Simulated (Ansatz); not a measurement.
Species: trifluoro(methyl)germane, CH3F3Ge (charge 0, singlet). 
Coordinates optimised at B3LYP-D3(BJ)/def2-TZVP (Ansatz, a quantum-chemistry and plane-wave program):
SMILES: [Ge]([CH3])([F])([F])[F]
```xyz
8

C     -1.9206    -0.0137     0.1074
Ge    -0.0001     0.0000     0.0000
F      0.7689    -0.1770     1.5335
F      0.6360    -1.2674    -0.9816
F      0.6342     1.4589    -0.6660
H     -2.2459    -0.9600     0.5348
H     -2.2471     0.8096     0.7397
H     -2.3333     0.1019    -0.8928
```
Charge 0, spin multiplicity 1.

Basis-set convergence of Hartree-Fock and CCSD(T) correlation energies (hartree) with Ansatz. Valence correlation only, unless marked. Spin-orbit coupling is left out. Frozen are the shells of the preceding noble gas and the d and f shells that filled before the atom's block. No relativistic terms.

```tsv
basis	functions	E(HF)	E(corr, CCSD(T))
cc-pVDZ	98	-2413.40614	-0.83884
cc-pVTZ	205	-2413.61155	-1.09609
cc-pVQZ	378	-2413.64791	-1.18543
```

Extrapolating the two largest sets (X = 3 and 4) as X^-3: E(corr) = (64·(-1.18543) - 27·(-1.09609))/37 = -1.2506 Eh, an estimate of the basis-set limit. The largest set recovers 94.8 % of it, the smallest 67.1 %.
